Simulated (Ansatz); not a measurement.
`N[Si](N)(F)Cl`, relaxed with RKS PBE0-D4/def2-TZVP in Ansatz from a PBE-D4/def2-SVP geometry. The force threshold is 0.005 eV/Å; the program also tests the step.

The species carries charge 0 and has multiplicity 1.

Start:

```xyz
9

N     0.786   -1.266    0.025
Si   -0.460   -0.099   -0.111
N     0.221    1.462    0.035
F    -1.195   -0.450   -1.532
Cl   -1.999   -0.156    1.294
H     1.380   -1.265    0.857
H     0.617   -2.217   -0.311
H     1.011    1.732   -0.556
H    -0.360    2.259    0.299
```

```tsv
step	energy (eV)	largest force (eV/Å)	largest move (Å)
1	-26157.7414	1.006	0.000
2	-26157.8059	0.607	0.034
3	-26157.8224	0.098	0.023
4	-26157.8235	0.051	0.005
5	-26157.8247	0.068	0.012
6	-26157.8250	0.035	0.008
7	-26157.8250	0.007	0.003
8	-26157.8250	0.010	0.004
9	-26157.8250	0.007	0.004
10	-26157.8250	0.001	0.002
```

End:

```xyz
9

N     0.755   -1.255    0.041
Si   -0.464   -0.099   -0.115
N     0.202    1.443    0.006
F    -1.177   -0.455   -1.493
Cl   -1.983   -0.148    1.267
H     1.377   -1.238    0.832
H     0.622   -2.187   -0.316
H     1.009    1.707   -0.534
H    -0.341    2.232    0.313
```

Run time 34 s (4 threads of a server CPU on a shared host); peak host memory 0.48 GiB.
